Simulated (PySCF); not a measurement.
## Bonding in `C=CCC1=C[C@@H]2C=C[C@H]1O2`

C9H10O.
Numbering: `[CH2:1]=[CH:2][CH2:3][C:4]1=[CH:5][C@@H:6]2[CH:7]=[CH:8][C@H:9]1[O:10]2` (hydrogens: H11, H12 on C1; H13 on C2; H14, H15 on C3; H16 on C5; H17 on C6; H18 on C7; H19 on C8; H20 on C9)

Geometry (GFN2-xTB, Å), atoms numbered from 1 in this order:
```
atom  x, y, z in Å
C1     2.8195    1.1578   -0.6483
C2     1.9031    0.2971   -1.0478
C3     1.4579   -0.8991   -0.2569
C4    -0.0002   -0.7977    0.0194
C5    -1.0464   -1.4979   -0.3978
C6    -2.2630   -0.7892    0.2068
C7    -2.3630    0.5399   -0.5507
C8    -1.3229    1.2426   -0.1333
C9    -0.6148    0.3288    0.8706
O10   -1.7231   -0.3480    1.4462
H11    3.3314    1.0460    0.2938
H12    3.1062    2.0055   -1.2472
H13    1.3987    0.4285   -1.9964
H14    2.0119   -0.9470    0.6841
H15    1.6513   -1.8110   -0.8282
H16   -1.1037   -2.3579   -1.0331
H17   -3.1715   -1.3675    0.3365
H18   -3.1225    0.7691   -1.2697
H19   -0.9753    2.2172   -0.4079
H20    0.0213    0.7935    1.6163
```

Bond orders from the PBE0/pcSseg-1 density (PySCF). Geometry: GFN2-xTB, one conformer, isolated molecule.

Q: Where do the orders between heavy atoms depart from those drawn in the SMILES?

A: The largest departure is 0.165, at C4–C5 (drawn double, 1.835).

Q: Give the Mayer order of every bond between heavy atoms, beside its length.

A: 
```json
{"bond": "C1–C2", "drawn as": "double", "length (Å)": "1.319", "Mayer order": "1.972"}
{"bond": "C2–C3", "drawn as": "single", "length (Å)": "1.502", "Mayer order": "1.021"}
{"bond": "C3–C4", "drawn as": "single", "length (Å)": "1.488", "Mayer order": "1.040"}
{"bond": "C4–C5", "drawn as": "double", "length (Å)": "1.326", "Mayer order": "1.835"}
{"bond": "C5–C6", "drawn as": "single", "length (Å)": "1.532", "Mayer order": "0.963"}
{"bond": "C6–C7", "drawn as": "single", "length (Å)": "1.533", "Mayer order": "0.958"}
{"bond": "C7–C8", "drawn as": "double", "length (Å)": "1.323", "Mayer order": "1.858"}
{"bond": "C8–C9", "drawn as": "single", "length (Å)": "1.531", "Mayer order": "0.954"}
{"bond": "C9–O10", "drawn as": "single", "length (Å)": "1.421", "Mayer order": "0.934"}
{"bond": "C9–C4", "drawn as": "single", "length (Å)": "1.540", "Mayer order": "0.934"}
{"bond": "O10–C6", "drawn as": "single", "length (Å)": "1.422", "Mayer order": "0.933"}
```

By pair of heavy elements: C–C: lowest C9–C4 (0.934, 1.540 Å), highest C1–C2 (1.972, 1.319 Å). C–O: all 2 within 0.02 of one another (0.933 to 0.934).

Q: And the bonds to hydrogen?

A: C–H: 0.93 to 1.01 (10 bonds).

Q: Sum the orders of all bonds at each heavy atom with more than one neighbour and set the sums beside the valence in the SMILES.

A: C1 3.881 (drawn 4), C2 3.951 (drawn 4), C3 3.929 (drawn 4), C4 3.809 (drawn 4), C5 3.809 (drawn 4), C6 3.833 (drawn 4), C7 3.808 (drawn 4), C8 3.805 (drawn 4), C9 3.808 (drawn 4), O10 1.867 (drawn 2). Orders between atoms that aren't bonded are not in these sums.

For a closed shell the Mayer order of atoms A and B is Σ (PS)μν (PS)νμ over the basis functions μ on A and ν on B, with P the density and S the overlap matrix.
